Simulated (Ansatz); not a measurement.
Gas-phase reaction in SMILES: [Be]([Cl])[Cl] -> [Cl][Be][Cl] as doublet, charge -1 (an electron is taken up)

Quantity: adiabatic electron affinity (0 K, with zero-point energies), in eV. Positive where the reaction releases energy. Set-up: valence correlation only; no spin-orbit coupling; LANL2DZ with its own core potentials from Na on; 6-31G* and kin with 6d, 5d where marked; UHF or UKS for open shells; 6-311+G** with 5d, 6d on Na to Ar in Ansatz (an electronic-structure program); non-relativistic. Ab initio and DFT rows: single points at B3LYP-D3(BJ) geometries (Ansatz), with unscaled harmonic terms from B3LYP/6-31G* at its own minima. The spin state of an ion or metal species was assumed, not searched.

| level | program | adiabatic electron affinity (0 K, with zero-point energies) (eV) |
|---|---|---|
| MP2/STO-3G | Ansatz | -3.08 |
| MP2/3-21G | Ansatz | -0.03 |
| MP2/LANL2DZ | Ansatz | -0.01 |
| MP2/6-31G* | Ansatz | -0.41 |
| MP2/6-311+G** | Ansatz | 0.03 |

No value to compare with is used here. The 5 habitual levels span -3.08 (MP2/STO-3G) to 0.03 eV (MP2/6-311+G**).

The sets are all those run for this method; runs whose electronic state is in doubt are left out.
